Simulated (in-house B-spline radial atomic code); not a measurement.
## Neutral ruthenium: [Kr] 4d6 5s1 9p1 (an excited or competing configuration)

Method: Dirac-Hartree-Fock, average of configuration, Fermi nucleus of rms radius 4.4809 fm. Calculated with a radial B-spline atomic code at the basis-set limit.

Z_r = [3n² - l(l+1)]/(2<r>); Z_e = n√(-2ε); the last column is Slater's effective charge. Values are occupation-weighted means over j. An effective charge above Z reflects the relativistic contraction of the inner shells.

```
shell  electrons    ε (eV)  <r> (bohr)    Z_r    Z_e  Slater
   1s          2    -22262     0.03343  44.87  40.45   43.70
   2s          2   -3289.5       0.145  41.37  31.10   39.85
   2p          6   -2942.3      0.1269  39.41  29.41   39.85
   3s          2   -622.81         0.4  33.75  20.30   32.75
   3p          6   -505.34      0.4007  31.20  18.28   32.75
   3d         10    -315.7      0.3831  27.41  14.45   22.85
   4s          2   -104.72       1.023  23.46  11.10   16.25
   4p          6   -69.086       1.128  20.39   9.01   16.25
   4d          6   -20.693       1.543  13.61   4.93    6.25
   5s          1   -13.415       3.089  12.14   4.96    4.10
   9p          1  -0.37589       53.47   2.25   1.50    1.00
```

The least bound orbital is 9p3/2 at -0.375 eV, and it is also the most diffuse (<r> = 53.59 bohr).

Spin-orbit splittings of the orbital energies (j = l + 1/2 above j = l - 1/2 when positive): 2p 131.7 eV, 3p 23.13 eV, 3d 4.448 eV, 4p 3.606 eV, 4d 0.3679 eV, 9p 0.002522 eV.

For the 1s electron the small component carries 2.58 % of the norm, the zero-frequency Breit interaction raises the level by 44.93 eV, self-energy by 24.78 eV, and vacuum polarisation lowers it by 2.96 eV.
